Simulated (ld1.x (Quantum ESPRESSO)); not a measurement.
# aluminium (Al): one change to a TM potential, before and after

- Element: aluminium
- Generator: ld1.x (Quantum ESPRESSO) 7.5
- Type: norm-conserving Troullier–Martins (Kleinman–Bylander form)
- Functional: PBE
- Relativity: scalar-relativistic
- Frozen core: [Ne]
- Valence charge: 3
- Reference configuration: 3s1.75 3p1.25
- Partial waves: 3s (bound): rc 1.40 bohr; 3p (bound): rc 1.65 bohr; 3d channel at -0.1 Ry: rc 1.55 bohr
- Local potential: all-electron potential smoothed inside 1.10 bohr (lloc = -1)
- Core correction: Bessel-smoothed model core inside 1.25 bohr

All-electron outer shells of the reference configuration (PBE, scalar-relativistic, ld1.x):

```csv
shell,level (eV),outermost node (bohr),outermost maximum (bohr)
2s,-108.64,0.16,0.50
2p,-70.11,–,0.43
3s,-7.97,0.80,2.09
3p,-2.88,0.82,2.61
```

Change: wave 3p (bound): rc 1.65 bohr becomes 3p (bound): rc 1.76 bohr.

Cutoffs: the cutoffs (Ry, on a coarse ladder) from which the occupation-weighted sum of valence levels, in a spherical-Bessel basis at the reference potential, stays within 10 and 1 mRy of its value at 400 Ry; they do not see the model core or the augmentation charge, which bear on the density cutoff. Errors are all-electron minus pseudo energies relative to the spin-unpolarised reference configuration.

**Question.** How do hardness, ghosts and transferability respond?

**Answer.** The potential gets softer (35 Ry and 70 Ry → 30 Ry and 70 Ry); both files keep a bound ghost (s); of the 7 tests that both files solve, the error grows in 1 and shrinks in 0 by more than 15 % and 0.3 meV (median size 2.4 → 4.3 meV). A larger radius leaves more room for a smooth pseudo-wave, so fewer plane waves are needed.

```csv
quantity,base,changed
"cutoff, loose",35 Ry,30 Ry
"cutoff, tight",70 Ry,70 Ry
bound ghosts,s,s
"error for 3s2 3p1, meV [ΔE -1.27 eV]",+0.4,+0.4
"error for 3s2 3p0, meV [ΔE 4.49 eV]",+5.3,+4.9
"error for 3s1 3p0, meV [ΔE 23.72 eV]",+114,+113
"error for 3s0 3p3, meV [ΔE 9.18 eV]",-2.4,-4.3
"error for 3s2 3p0.5, meV [ΔE 0.82 eV]",+0.1,-0.1
"error for 3s1 3p1, meV [ΔE 10.30 eV]",+20,+20
"error for 3s1 3p2, meV [ΔE 3.87 eV]",+1.8,+1.6
```

 A true bound ghost makes a file unfit for plane-wave use even where its test errors are small: the radial tests pick states by their node count and pass the ghost by.
